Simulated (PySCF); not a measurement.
**Quadrupolar nuclei of BeMe(CN) in NMR**

Species: BeMe(CN), C2H3BeN.
Cartesian coordinates in Å at the PBE0-D3(BJ)/def2-SVP level; atoms count from 1:
```
atom  x, y, z in Å
Be1    0.0041    0.0091   -0.4864
C2    -0.0024   -0.0122    1.1759
H3     0.7668    0.6530    1.6070
H4     0.1910   -1.0224    1.5787
H5    -0.9723    0.3141    1.5918
C6     0.0045    0.0230   -2.1526
N7     0.0083    0.0355   -3.3144
```

Computed at PBE0/pcSseg-1 (PySCF, non-relativistic):

| atom | environment | nucleus | spin I | Q (b) | CQ = χzz (MHz) | η |
| --- | --- | --- | --- | --- | --- | --- |
| N7 | nitrogen bonded to C | 14N | 1 | 0.02044 | -5.809 | 0.000 |

Question: PQ = |CQ|√(1 + η²/3), νQ = 3|CQ|/[2I(2I − 1)], ν0 = |g|·7.62259 MHz/T·B with g(14N) = 0.40376: values at 11.75 T?

Answer: 
```
atom  PQ (MHz)  νQ (MHz)  ν0 (MHz)  νQ/ν0
  N7     5.809     8.713     36.16  0.241
```

For N7: PQ = 5.809 × 1.0000, νQ = 5.809 × 1.5000, ν0 = 3.0777 MHz/T × 11.75 T.

Question: Take a correlation time of 5 ps, isotropic tumbling and extreme narrowing. What quadrupolar relaxation rates and linewidths follow?

Answer: Rate = (3π²/10) PQ² τc (2I + 3)/[I²(2I − 1)], the same for T1 and T2; width = rate/π.

| site | spin factor (2I + 3)/[I²(2I − 1)] | 1/T1 (s⁻¹) | T1 (ms) | linewidth (Hz) |
| --- | --- | --- | --- | --- |
| 14N at N7 | 5.000 | 2500 | 0.4 | 795 |

The couplings are those of the rigid, isolated species; surroundings and motion change them. With a basis this small, the couplings can be 20 % off.

The run behind these numbers computed NMR shieldings as well. Time: 2.7 s wall. Hardware: Arm Neoverse V2, one thread, no GPU (shared host).
